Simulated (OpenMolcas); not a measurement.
A calculation on N III.

| Quantity | Value |
| --- | --- |
| Program | OpenMolcas 26.06 |
| Method | XMS-CASPT2, IPEA 0.25 Eh, imaginary shift 0.1 Eh (closed shells correlated: 1s) |
| Basis | ANO-RCC-VTZP [4s3p2d1f] |
| Scalar Hamiltonian | DKH2, point nucleus |
| Active space | 3 electrons in 8 orbitals (2s 2p 3s 3p) |
| State averaging | 2S+1 = 4 odd, 1 root; 2S+1 = 2 odd, 11 roots; 2S+1 = 4 even, 3 roots; 2S+1 = 2 even, 9 roots |
| Spin-orbit coupling | state interaction with AMFI integrals over the reference wave functions, term energies averaged over their components |

Task: Which level of the active space comes out lowest?

Result: 2s2 2p 2P* 1/2, with 100 % of that term; it is also the measured ground level.

Task: How high does 2p3 2D* 3/2 lie?

Result: 203840 cm-1 above the lowest level; measured 203089 cm-1 above the ground level, so the calculation is off by 0 %.

Task: How high does 2s 2p2 2P 3/2 lie?

Result: 148140 cm-1 above the lowest level; measured 145986 cm-1 above the ground level, so the calculation is off by +1 %.

Task: How high does 2s 2p2 2D 5/2 lie?

Result: 101130 cm-1 above the lowest level; measured 101024 cm-1 above the ground level, so the calculation is off by 0 %.

Measured values: Moore, Selected Tables of Atomic Spectra, NSRDS-NBS 3, section 5.

Term energies are means over components that CASPT2 splits; among the terms shown or strongly mixed into the levels shown the widest spread is 710 cm-1 (2p3 2D*). Active for correlation alone: 3p 3s; no level in the range computed is led by a configuration that fills them, so any true level of that kind is missing. Computed and measured levels are paired by configuration, term and J; levels that our copy of the source lacks, or whose pairing is in doubt (as where it misses far off the trend of its configuration), stay unpaired and out of the deviations. Levels of configurations outside the active space are missing.

* marks odd parity.
